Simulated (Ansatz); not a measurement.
A nudged elastic band was laid between two geometries of C2H5GeLi (9 atoms, charge 0, multiplicity 1).

Theory: Ansatz 0.2.0, RHF/def2-SVP.

```
movable images  : 5
climbing image  : yes
spring          : 5.0 eV/Å²
optimiser       : quadratic models (default)
start path      : through a guess of the saddle point
force threshold : 0.03 eV/Å
iteration limit : 60
end points      : relaxed
```

Image 0:

```xyz
9
Properties=species:S:1:pos:R:3
Li -0.889 1.599 -1.944
C 0.005 0.509 -0.550
C 1.329 0.652 -0.394
Ge -0.859 -0.768 0.631
H 1.927 1.341 -1.000
H 1.936 0.110 0.337
H 0.102 -1.474 1.618
H -1.584 -1.877 -0.173
H -1.967 -0.092 1.476
```

Image 6:

```xyz
9
Properties=species:S:1:pos:R:3
Li -0.892 1.270 0.062
C 0.124 -0.667 -0.407
C 1.182 0.103 -0.681
Ge -0.952 -0.817 1.357
H 1.601 0.788 0.056
H 1.725 0.047 -1.621
H -0.405 0.668 1.807
H -0.176 -1.355 -1.197
H -2.206 -0.039 0.623
```

Task: Which bonds break or form, and what moves?

Result: Bonds broken: Ge4–H8. Bonds formed: Li1–Ge4, C2–H8.

Task: Give the energies along the band, and the barrier.

Result: The run converged. The highest image is number 2 of 0 to 6, 63.6 kcal/mol above the first end and 83.9 kcal/mol above the last; the last end lies 20.3 kcal/mol below the first. Neighbouring images differ by up to 2.7 eV, so the band resolves the path poorly. A vibrational analysis at the climbing image gives one clearly imaginary mode, 802i cm⁻¹: a first-order saddle point. The orbitals stay closed-shell, which can raise the energy where a bond breaks towards radicals; this wasn't checked here.

| image | path coordinate (Å) | energy (kcal/mol) | Ge4–H8 (Å) | Li1–Ge4 (Å) | C2–H8 (Å) |
| --- | --- | --- | --- | --- | --- |
| 0 | 0.00 | 0.0 | 1.55 | 3.50 | 2.89 |
| 1 | 1.66 | 1.5 | 1.55 | 3.36 | 2.93 |
| 2 | 3.31 | 63.6 | 1.52 | 2.78 | 2.48 |
| 3 | 4.37 | 28.8 | 1.84 | 2.95 | 1.22 |
| 4 | 5.42 | 15.2 | 2.32 | 2.67 | 1.08 |
| 5 | 6.48 | -10.5 | 2.63 | 2.56 | 1.08 |
| 6 | 7.54 | -20.3 | 2.72 | 2.46 | 1.09 |

Task: What is the geometry of the highest image?

Result: 
```xyz
9
Properties=species:S:1:pos:R:3:forces:R:3
Li -1.612 1.386 -0.345 0.00 -0.01 0.01
C 0.202 0.755 -0.484 0.01 0.00 -0.01
C 1.469 0.445 -0.625 -0.01 0.00 0.01
Ge -1.094 -1.067 0.849 0.00 0.00 0.01
H 2.100 1.161 -1.153 0.00 0.00 0.00
H 1.966 -0.452 -0.270 0.00 0.00 0.00
H -0.168 -0.433 1.876 0.00 0.00 -0.01
H -0.513 -1.623 -0.438 0.00 0.00 -0.01
H -2.349 -0.171 0.591 0.00 0.01 0.00
```

Time of the run: 4 min on 2 threads of Arm Neoverse V2, with other jobs on the host, peak memory 0.19 GiB.
